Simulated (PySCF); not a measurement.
Compound: C₈H₈S.
Numbering: `[CH3:1][C:2](=[S:3])[c:4]1[cH:5][cH:6][cH:7][cH:8][cH:9]1` (hydrogens: H10, H11, H12 on C1; H13 on C5; H14 on C6; H15 on C7; H16 on C8; H17 on C9)

The same species was optimised twice, with GFN2-xTB and with PBE0-D3(BJ)/def2-SVP (PySCF), and the same property calculations (PySCF, gas phase) were run on both structures.

| coordinate | GFN2-xTB | PBE0-D3(BJ)/def2-SVP | change |
| --- | --- | --- | --- |
| C2–C4 (Å) | 1.454 | 1.480 | +0.026 |
| C8–C9 (Å) | 1.381 | 1.392 | +0.011 |
| C6–C7 (Å) | 1.386 | 1.397 | +0.011 |
| C5–C6 (Å) | 1.379 | 1.388 | +0.009 |
| C1–C2 (Å) | 1.494 | 1.501 | +0.007 |
| C7–C8 (Å) | 1.386 | 1.393 | +0.007 |
| C4–C5 (Å) | 1.400 | 1.406 | +0.006 |
| C4–C9 (Å) | 1.401 | 1.407 | +0.006 |
| C2=S3 (Å) | 1.639 | 1.638 | -0.001 |
| C1–C2–C4 (°) | 119.4 | 117.4 | -2.0 |
| S3–C2–C4 (°) | 121.7 | 122.8 | +1.1 |
| C1–C2–S3 (°) | 118.9 | 119.9 | +1.0 |
| C2–C4–C5 (°) | 120.3 | 120.7 | +0.4 |
| C2–C4–C9 (°) | 121.6 | 121.2 | -0.4 |
| C7–C8–C9 (°) | 120.5 | 120.1 | -0.4 |
| C4–C9–C8 (°) | 120.6 | 120.9 | +0.3 |
| C5–C6–C7 (°) | 120.1 | 120.2 | +0.1 |
| C1–C2–C4–C5 (°) | 174 | 176 | +2 |

Rotational constants: A = 3024, B = 967.5, C = 737.6 MHz (GFN2-xTB) against A = 3001, B = 948.7, C = 724.6 MHz (PBE0-D3(BJ)/def2-SVP).

On the GFN2-xTB structure: HOMO (eV) -6.28 [PBE0/pcSseg-1]; LUMO (eV) -2.55 [PBE0/pcSseg-1]; dipole (D) 3.21 [PBE0/pcSseg-1]; GIAO shielding of C1 (ppm) 147.4 [PBE0/pcSseg-1]; GIAO shielding of C2 (ppm) -67.5 [PBE0/pcSseg-1]; GIAO shielding of S3 (ppm) -482.2 [PBE0/pcSseg-1]; GIAO shielding of C4 (ppm) 44.4 [PBE0/pcSseg-1]; GIAO shielding of C5/C9 (mean) (ppm) 52.8 [PBE0/pcSseg-1]; GIAO shielding of C6/C8 (mean) (ppm) 53.4 [PBE0/pcSseg-1]; GIAO shielding of C7 (ppm) 46.9 [PBE0/pcSseg-1].

Question: What do these properties become on the PBE0-D3(BJ)/def2-SVP structure?

Answer: 
| property | level | on GFN2-xTB | on PBE0-D3(BJ)/def2-SVP | change |
| --- | --- | --- | --- | --- |
| HOMO (eV) | PBE0/pcSseg-1 | -6.28 | -6.35 | -0.07 |
| LUMO (eV) | PBE0/pcSseg-1 | -2.55 | -2.56 | -0.01 |
| dipole (D) | PBE0/pcSseg-1 | 3.21 | 3.16 | -0.05 |
| energy, GFN2-xTB geometry as zero (kcal/mol) | PBE0/pcSseg-1 | 0.0 | -0.6 | -0.6 |
| GIAO shielding of C1 (ppm) | PBE0/pcSseg-1 | 147.4 | 145.1 | -2.3 |
| GIAO shielding of C2 (ppm) | PBE0/pcSseg-1 | -67.5 | -67.5 | 0.0 |
| GIAO shielding of S3 (ppm) | PBE0/pcSseg-1 | -482.2 | -454.7 | +27.5 |
| GIAO shielding of C4 (ppm) | PBE0/pcSseg-1 | 44.4 | 41.2 | -3.2 |
| GIAO shielding of C5/C9 (mean) (ppm) | PBE0/pcSseg-1 | 52.8 | 51.4 | -1.4 |
| GIAO shielding of C6/C8 (mean) (ppm) | PBE0/pcSseg-1 | 53.4 | 51.2 | -2.2 |
| GIAO shielding of C7 (ppm) | PBE0/pcSseg-1 | 46.9 | 44.7 | -2.2 |

The heavy atoms differ by 0.035 Å rms after alignment. Among bonds between heavy atoms C2–C4 changes most (+0.026 Å). Changes are differences of the printed values. Neither structure is proved a minimum here.

Shape of the structure used: `[CH3:1][C:2](=[S:3])[c:4]1[cH:5][cH:6][cH:7][cH:8][cH:9]1`: C1–C2–C4–C5 176°.
